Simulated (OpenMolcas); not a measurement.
**Ionisation energies of xenon**

- Program: OpenMolcas
- Basis: ANO-R3 [8s7p5d4f3g2h]
- Scalar Hamiltonian: X2C, finite nucleus
- Spin-orbit coupling: state interaction with AMFI integrals over the reference wave functions, term energies averaged over their components

Active shells in each charge state: the valence s, p shells, with orbitals averaged over the low states. Where CASPT2's correlated closed shells are named, they are those of the first ion.

A. CASSCF
B. SS-CASPT2, IPEA 0.25 Eh, imaginary shift 0.1 Eh (closed shells correlated: 4s 4p 4d)

Energies in eV between the lowest computed levels, named as in B; reference values from the NIST Atomic Spectra Database with their kind.

```tsv
From	To	A	B	Spin-orbit share in B	Reference
Xe 5s² 5p⁶ ¹S₀	Xe+ 5s² 5p⁵ ²P°_3/2	11.259	12.121	-0.399	12.130 (measured)
Xe+ 5s² 5p⁵ ²P°_3/2	Xe2+ 5s² 5p⁴ ³P₂	19.878	20.883	-0.260	20.975 (semi-empirical)
Xe2+ 5s² 5p⁴ ³P₂	Xe3+ 5s² 5p³ ⁴S°_3/2	29.558	30.843	+0.348	31.050 (semi-empirical)
Xe3+ 5s² 5p³ ⁴S°_3/2	Xe4+ 5s² 5p² ³P₀	41.527	42.629	-1.195	42.200 (measured)
Xe4+ 5s² 5p² ³P₀	Xe5+ 5s² 5p ²P°_1/2	53.573	54.763	+0.371	54.100 (semi-empirical)
Xe5+ 5s² 5p ²P°_1/2	Xe6+ 5s² ¹S₀	65.168	66.589	+1.136	66.703 (measured)
Xe6+ 5s² ¹S₀	Xe7+ 5s ²S_1/2	90.602	91.969	+0.000	91.600 (semi-empirical)
Xe7+ 5s ²S_1/2	Xe8+ 4d¹⁰ ¹S₀	104.223	106.115	+0.000	105.978 (measured)
```

Error against the reference values, in %:

```tsv
From	Reference	A	B
Xe	measured	-7.2	-0.1
Xe+	semi-empirical	-5.2	-0.4
Xe2+	semi-empirical	-4.8	-0.7
Xe3+	measured	-1.6	+1.0
Xe4+	semi-empirical	-1.0	+1.2
Xe5+	measured	-2.3	-0.2
Xe6+	semi-empirical	-1.1	+0.4
Xe7+	measured	-1.7	+0.1
```

Mean absolute error over the 4 measured values: A 1.21 eV, B 0.17 eV. B lies closest.

° marks odd parity.
